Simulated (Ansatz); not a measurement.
CH₃Cl ··· SbH₃

The pair of CH₃Cl (SMILES CCl, atoms 1–5) and SbH₃ (SMILES [SbH3], atoms 6–9), both closed shells, in one local arrangement (a lower one may exist), relaxed at PBE0-D4/def2-TZVP:

```
9
angstrom
C 0.0578 0.2970 -1.7815
Cl -1.1011 -0.9895 -1.3924
H 0.5126 0.6422 -0.8558
H -0.4785 1.1088 -2.2669
H 0.8144 -0.1106 -2.4475
Sb -0.4449 -0.7641 2.2492
H -0.7599 0.7732 1.5748
H 1.0058 -0.9062 1.3590
H 0.3938 -0.0508 3.5611
```

Program: Ansatz 0.2.0. Basis: def2-TZVPPD, with def2-QZVPPD for the basis limit. Cores are frozen in the correlated methods. Filled d shells of the heavier atoms are correlated. Core potentials replace the inner electrons of the atoms past krypton. The def2 sets are not built for correlating such inner shells, so the correlated values are less sure here. B3LYP uses VWN-RPA correlation. Extrapolation: Hartree–Fock as exp(−7.88 √X), correlation as X^−2.97. Interaction energies count from these two fragments, frozen as in the pair, with the counterpoise correction; negative means bound.

(1) What is the interaction energy by CCSD(T) at an estimated basis limit (MP2 extrapolated from triple and quadruple zeta, plus CCSD(T) − MP2 in triple zeta)? (Judge from chemistry; the value comes from the calculation.)

T1 diagnostic: at most 0.015.

## Answers

(1) Computed: -9.3 kJ/mol. Hartree–Fock alone gives 2.3 kJ/mol at the basis limit, so without correlation the pair would not bind at this distance. It counts from the two fragments frozen as in the pair.

The same quantity by other methods in triple zeta, and each one's difference from that estimate:
```json
{"method": "PBE-D4", "E_int (kJ/mol)": "-10.5", "difference": "-1.2"}
{"method": "revPBE-D4", "E_int (kJ/mol)": "-9.8", "difference": "-0.5"}
{"method": "BLYP-D4", "E_int (kJ/mol)": "-9.8", "difference": "-0.5"}
{"method": "r2SCAN-D4", "E_int (kJ/mol)": "-8.4", "difference": "0.9"}
{"method": "B97M-V", "E_int (kJ/mol)": "-10.2", "difference": "-0.9"}
{"method": "PBE0-D4", "E_int (kJ/mol)": "-9.9", "difference": "-0.6"}
{"method": "B3LYP-D4", "E_int (kJ/mol)": "-10.1", "difference": "-0.8"}
{"method": "HSE06-D4", "E_int (kJ/mol)": "-9.8", "difference": "-0.5"}
{"method": "wB97X-V", "E_int (kJ/mol)": "-9.3", "difference": "0.0"}
{"method": "wB97M-V", "E_int (kJ/mol)": "-9.7", "difference": "-0.4"}
{"method": "B2PLYP", "E_int (kJ/mol)": "-3.5", "difference": "5.8"}
{"method": "HF", "E_int (kJ/mol)": "2.4", "difference": "11.6"}
{"method": "MP2", "E_int (kJ/mol)": "-9.0", "difference": "0.3"}
{"method": "CCSD", "E_int (kJ/mol)": "-5.7", "difference": "3.6"}
{"method": "CCSD(T)", "E_int (kJ/mol)": "-7.2", "difference": "2.1"}
```
Differences are method less estimate.

Basis-set superposition shift (counterpoise-corrected less uncorrected): CCSD(T) 3.0; MP2 2.9; HF 0.2; PBE0-D4 0.2; wB97M-V 0.2 kJ/mol.

For scale, one of the runs: CCSD(T)/def2-TZVPPD, 246 basis functions, launched by `ansatz run in.yaml --threads 4 --pin off --events-out ev --progress --plain --max-ram 9574MiB`. Time: 39 s of wall clock on 4 CPU threads of an Intel Xeon 6975P-C; the host was shared. Peak host memory: 5.6 GiB.
